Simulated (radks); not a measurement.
Spherical jellium clusters: N electrons in a uniform positive sphere of charge N and radius rs N^(1/3), rs = 2.57 bohr. Calculated with a radial shooting solver with Libxc functionals: non-relativistic Kohn-Sham, LDA (Slater exchange, Perdew-Wang correlation), spin-polarised, spherical densities. Levels are named by radial order and angular momentum (1s, 1p, 1d, 2s, ...), and open shells are averaged over m.

N = 22, configuration 1s2 1p6 1d10 2s2 1f(up 2, down 0). This is the lowest configuration that the search found. Occupied and some empty levels:

level,occupation,eigenvalue (eV),<r> (bohr)
1s up,1,-9.0124,4.424
1s down,1,-8.8977,4.357
1p up,3,-7.2122,5.334
1p down,3,-7.0429,5.296
1d up,5,-5.0242,6.051
1d down,5,-4.8246,6.038
2s up,1,-4.1903,5.390
2s down,1,-4.0696,5.422
1f up,2,-2.5914,6.802
1f down,0,-2.3838,6.823
2p up,0,-1.8716,7.238
2p down,0,-1.7581,7.308
2d up,0,-0.24667,10.91
2d down,0,-0.17651,11.33
1g up,0,-0.12321,8.069

Energy (eV): total -27.1236, kinetic 83.212, external -2128.9, Hartree 1035.5, exchange-correlation -114.34, background 1097.3.

Electron density:

r (bohr),n(r) (e/bohr^3)
0.240,0.01823
0.843,0.01733
1.45,0.01582
2.05,0.01435
2.65,0.01351
3.25,0.01355
3.86,0.01419
4.46,0.01474
5.06,0.01439
5.66,0.01272
6.27,0.009911
6.87,0.006738
7.47,0.004046
8.07,0.002233
8.68,0.001168
9.28,0.0005906
9.88,0.0002924
10.5,0.0001436
11.1,0.00006897
11.7,0.00003337
